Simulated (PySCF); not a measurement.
SbF₄, SMILES [F][Sb+]([F])([F])[F], charge +1.

Geometry: r2SCAN-D4/def2-SVP. The spin state was assumed, not searched. The isomer is the one that the SMILES or the coordinates give; other isomers of the formula were not compared. The def2 effective core potentials stand for the cores of Sb; spin–orbit coupling is left out.

Two levels are set side by side: TDDFT-PBE/def2-SVPD (PySCF) and TDDFT-M06-2X/def2-SVPD (PySCF). Vertical, same geometry. The lowest singlet is HOMO−2→LUMO 100 % with PBE and HOMO−2→LUMO 93 % with the other functional; states are paired by order. Differences are taken from unrounded values.

| quantity | TDDFT-M06-2X | TDDFT-PBE | TDDFT-PBE minus TDDFT-M06-2X |
|---|---|---|---|
| lowest singlet excitation (eV) | 6.43 | 4.48 | -1.94 |
| lowest triplet excitation (TDA) (eV) | 5.96 | 4.07 | -1.90 |
| first bright state (f over 0.05) (eV) | 7.00 | 7.53 | 0.53 |
| its oscillator strength | 0.07 | 0.06 | -0.01 |

A lower first singlet is the usual sign of a functional without exact exchange. Differences between two approximate levels are no errors against the true value.

Rough cost on one machine, each run with all the roots and properties that it gave: TDDFT-M06-2X against TDDFT-PBE about 8 times.
